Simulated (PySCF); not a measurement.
Si(H)(Me)2(SH) (C2H8SSi), SMILES [SiH](C)(C)S. Atoms are numbered in the order given.

```xyz
12

Si    -0.3960     0.4125     0.0000
C     -1.2311    -0.2565    -1.5479
C     -1.2311    -0.2565     1.5479
S      1.7259    -0.0511     0.0000
H     -0.4143     1.9034     0.0000
H     -1.1780    -1.3573    -1.5744
H     -0.7422     0.1304    -2.4551
H     -2.2952     0.0323    -1.5742
H     -0.7422     0.1304     2.4551
H     -1.1780    -1.3573     1.5744
H     -2.2952     0.0323     1.5742
H      1.5483    -1.3937     0.0000
```
Charge 0, spin multiplicity 1.

Geometry optimised at B3LYP-D3(BJ)/def2-SVP. One conformer was computed; it need not be the lowest.

Method: TDDFT-ωB97X/def2-SVPD (PySCF).

Vertical excitations. Gas-phase values at a fixed geometry. State labels are in the subgroup Cs.

```
state  symmetry  energy (eV)  λ (nm)      f                                                                     main pairs
-----  --------  -----------  ------  -----  -----------------------------------------------------------------------------
S1           A"         6.20     200  0.007                                               HOMO→LUMO 47 %, HOMO→LUMO+2 39 %
S2           A"         6.86     181  0.055            HOMO→LUMO+1 35 %, HOMO→LUMO+2 25 %, HOMO→LUMO 22 %, HOMO→LUMO+4 6 %
S3           A"         7.67     162  0.033          HOMO→LUMO+1 42 %, HOMO→LUMO 17 %, HOMO→LUMO+10 16 %, HOMO→LUMO+7 10 %
S4           A'         8.01     155  0.037       HOMO→LUMO+3 32 %, HOMO−1→LUMO 21 %, HOMO−1→LUMO+2 15 %, HOMO→LUMO+6 12 %
S5           A"         8.16     152  0.002                                             HOMO→LUMO+4 71 %, HOMO→LUMO+2 14 %
S6           A'         8.22     151  0.028                         HOMO−1→LUMO 41 %, HOMO→LUMO+3 27 %, HOMO−1→LUMO+1 15 %
S7           A"         8.56     145  0.086                                             HOMO→LUMO+7 57 %, HOMO→LUMO+9 15 %
S8           A'         8.66     143  0.057                                             HOMO→LUMO+6 69 %, HOMO→LUMO+3 20 %
S9           A"         8.89     140  0.020        HOMO→LUMO+5 33 %, HOMO−3→LUMO 24 %, HOMO→LUMO+9 12 %, HOMO→LUMO+10 11 %
S10          A'         8.90     139  0.164  HOMO−1→LUMO+2 21 %, HOMO−2→LUMO+1 18 %, HOMO−1→LUMO+1 10 %, HOMO−1→LUMO+4 9 %
T1           A"         5.82     213      0                                               HOMO→LUMO 42 %, HOMO→LUMO+2 37 %
T2           A"         6.50     191      0            HOMO→LUMO+1 37 %, HOMO→LUMO+2 24 %, HOMO→LUMO 14 %, HOMO→LUMO+7 6 %
T3           A'         7.44     167      0                                           HOMO−1→LUMO+2 46 %, HOMO−1→LUMO 22 %
T4           A"         7.53     165      0           HOMO→LUMO+1 33 %, HOMO→LUMO 26 %, HOMO→LUMO+10 17 %, HOMO→LUMO+7 6 %
```
Triplets are in the Tamm–Dancoff approximation, which puts them higher than full response would, so one can lie above its singlet here.
